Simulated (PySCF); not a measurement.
# Assigning NMR signals

Bonds (- single, = double, # triple, : aromatic): B1-C2, C2-C3, C3=C4, C4-C5, C5-C6, C6-C7, C7-C2. B1 carries H8, H9; C2 carries H10; C3 carries H11; C4 carries H12; C5 carries H13, H14; C6 carries H15, H16; C7 carries H17, H18. Stereochemistry as in B[C@@H]1C=CCCC1. H13, H16, H17 are cis to B1 on the ring; H14, H15, H18 are trans to B1 on the ring.

PySCF 2.14 calculation with geometry: PBE0-D3(BJ)/def2-SVP, J: B3LYP/pcJ-1 (spin–dipole term only in couplings to heteroatoms) and σ from GIAO-PBE0/pcSseg-1; averaged over atoms made equivalent by symmetry, fast rotation or ring inversion, in vacuum, non-relativistic, one computed conformer.

Referencing at the same level of theory: TMS for ¹³C (σ = 184.41 ppm), ¹H (σ = 31.27 ppm).

Task: Assign these signals to the numbered atoms. ¹³C{¹H} NMR (computed): δ 139.0 (CH), 134.7 (CH), 58.6 (CH), 28.5 (CH2), 27.5 (CH2), 25.7 (CH2).

Result: 
| δ (ppm) | atoms | environment | reason |
| --- | --- | --- | --- |
| 139.0 | C3 | alkene CH | the olefinic region |
| 134.7 | C4 | alkene CH | – |
| 58.6 | C2 | allylic sp3 CH bonded to B | – |
| 28.5 | C7 | sp3 CH2 in a ring | saturated and bonded to C and H only |
| 27.5 | C5 | allylic sp3 CH2 | a saturated carbon with 2 carbon neighbours and no heteroatom attached |
| 25.7 | C6 | sp3 CH2 in a ring | aliphatic region, no heteroatom directly attached |

C7 and C5; C5 and C6 lie closer than the usual error of such a calculation, so a measured spectrum could show them in the other order.

Task: Assign these signals to the numbered atoms. ¹H NMR (400 MHz, computed): δ 7.07 (br, 2H), 6.45 (m, 1H), 5.89 (m, 1H), 2.12 (m, 1H), 2.09 (m, 1H), 1.98 (m, 1H), 1.75 (m, 1H), 1.71 (m, 1H), 1.45 (m, 1H), 1.10 (m, 1H).

Result: 
7.07 → H8/H9, hydrogen on a boron bonded to C
6.45 → H11, hydrogen on an alkene CH: a vinylic proton, deshielded by the sp2 carbon and the C=C anisotropy
5.89 → H12, hydrogen on an alkene CH
2.12 → H18, hydrogen on an sp3 CH2 in a ring
2.09 → H13, hydrogen on an allylic sp3 CH2: allylic position
1.98 → H14, hydrogen on an allylic sp3 CH2
1.75 → H17, hydrogen on an sp3 CH2 in a ring
1.71 → H16, hydrogen on an sp3 CH2 in a ring
1.45 → H15, hydrogen on an sp3 CH2 in a ring
1.10 → H10, hydrogen on an allylic sp3 CH bonded to B

H18 and H13; H13 and H14; H17 and H16 lie closer than the usual error of such a calculation, so a measured spectrum could show them in the other order.

Hydrogens on boron are broadened and split by ¹¹B (spin 3/2, 80 %) and 10B (spin 3). A carbon bonded to boron is broadened by the quadrupolar boron nucleus and is often missing from a measured spectrum. Splittings below 1 Hz are ignored in the labels, and close J values are merged. Unscaled 3J(H,H) at this level run about 10 % above measured values. Shifts are as computed. Against solution values, carbons near 30 ppm lie about +2 ppm off and those near 130 ppm about +5 ppm. Of 1313 compounds with measured shifts, 239 miss one by over three times the rms of a fit or turn the order of signals round; such compounds aren't used in these exercises. Only one conformer was computed, so three-bond couplings in flexible chains and rings are approximate.
